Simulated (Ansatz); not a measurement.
`FB1NCO1` + HCl → `ClB1NCO1` + H–F  (ligand exchange at a B–F bond)

Computed with Ansatz on PBE0-D4/def2-TZVP structures; ΔE is electronic, products minus reactants. CBS: MP2 limit from def2 TZ/QZ plus the TZ coupled-cluster correction, frozen cores. This one scheme is used for every species. DFT in def2-TZVPP. HSE06 is defined as in plane-wave codes.

`FB1NCO1`:

```xyz
8

F    -1.854    1.150    1.019
B    -0.894    0.516    0.383
N     0.514    0.458    0.491
C     0.421   -0.517   -0.582
O    -1.004   -0.346   -0.698
H     1.222    0.511    1.198
H     0.924   -0.227   -1.509
H     0.671   -1.544   -0.301
```

HCl:

Z-matrix (Å, degrees):
```
Cl
H 1 1.279
```

`ClB1NCO1`:

```xyz
8

Cl    1.728    1.904    1.054
B     0.584    0.728    0.483
N     0.622   -0.345   -0.427
C    -0.787   -0.494   -0.126
O    -0.748    0.569    0.843
H     1.128   -0.668   -1.227
H    -1.467   -0.250   -0.947
H    -1.060   -1.443    0.346
```

H–F:

Cartesian coordinates in Å:
```
F 0.376 -0.153 -0.216
H -0.376 0.153 0.216
```

| level | ΔE (kcal/mol) |
| --- | --- |
| revPBE-D4 | 9.9 |
| PBE0-D4 | 11.4 |
| r2SCAN0-D4 | 12.8 |
| HSE06-D4 | 11.4 |
| ωB97X-V | 12.8 |
| LC-ωPBE | 12.7 |
| SCS-MP2/def2-TZVPP | 12.0 |
| HF/CBS(def2) | 17.0 |

**Question.** What does CCSD(T)/CBS give? (An estimate is asked.)

**Answer.** The calculation gave: +11.5 kcal/mol. The listed levels differ from it by -1.6, -0.1, 1.3, -0.1, 1.3, 1.2, 0.5, 5.5 kcal/mol.

Largest T1 diagnostic among the species: 0.013.

Leaving LDA and LC-ωPBE aside and taking each functional with its dispersion term where it has one, the values, not all of them listed here, spread over 4.2 kcal/mol, from revPBE-D4 to CAM-B3LYP-D4. The D4 term adds −1.2 kcal/mol with B3LYP and −0.7 kcal/mol with PBE0; it sums over pairs of atoms, weighted by their polarisabilities, and B3LYP, whose exchange is more repulsive, gets the larger term.

B3LYP here is the variant with VWN-RPA as its local correlation; programs differ in this.
